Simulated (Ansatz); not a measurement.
CH6O2SiSn can be A, `O[Si]1([SnH3])CO1`, or B, `O=C[SiH](O)[SnH3]`.

Computed with Ansatz on PBE0-D4/def2-TZVP structures; ΔE is electronic, products minus reactants. CBS: MP2 limit from def2 TZ/QZ plus the TZ coupled-cluster correction, frozen cores. Functionals use def2-TZVPP. B3LYP here is the variant with VWN-RPA as its local correlation; programs differ in this. def2 core potentials past Kr. For Sn outer-core shells are correlated without core-valence functions, which leaves a few kJ/mol of doubt a bond. Each species was taken in one conformer, which may not be the lowest.

Task: Which is lower in electronic energy at CCSD(T)/CBS, and by how much? (An estimate is asked.)

Result: Computed: A, by 55.4 kJ/mol.

Task: Give E(B) − E(A) in kJ/mol with ωB97M-V, HF/def2-TZVPP, PBE-D4, B3LYP, r2SCAN-D4, CCSD(T)/def2-TZVPP, MP2/def2-TZVPP. (Estimate.)

Result: Ansatz gave: ωB97M-V 56.0, HF/def2-TZVPP 24.8, PBE-D4 50.7, B3LYP 41.5, r2SCAN-D4 58.2, CCSD(T)/def2-TZVPP 51.4, MP2/def2-TZVPP 62.9. None reverses the order clearly.

Largest T1 diagnostic: 0.015.

In def2-TZVPP, CCSD(T) changes the Hartree–Fock value by +26.6 kJ/mol (the triples alone add +1.6 kJ/mol) and MP2 by +38.1 kJ/mol. From PBE to PBE0 (25 % exact exchange), in def2-TZVPP and without D4, E(B) − E(A) moves by +5.8 kJ/mol.
